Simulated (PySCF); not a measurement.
A structure optimised at B3LYP-D3(BJ)/def2-SVP, used in a PySCF frequency run:

```xyz
9

C      0.0356    -1.8316     0.0000
O      0.7036    -0.5716     0.0000
C     -0.0902     0.4980     0.0000
O     -1.2957     0.4865     0.0000
O      0.6719     1.6001     0.0000
H      0.8252    -2.5926     0.0000
H     -0.5977    -1.9389    -0.8936
H     -0.5977    -1.9389     0.8936
H      0.0602     2.3522     0.0000
```

Problem. Write its SMILES, formula and point group.

Solution. COC(=O)O, C2H4O3, Cs

Problem. What are its rotational constants (standard atomic weights)?

Solution. 11.198, 4.4109, 3.2295 GHz
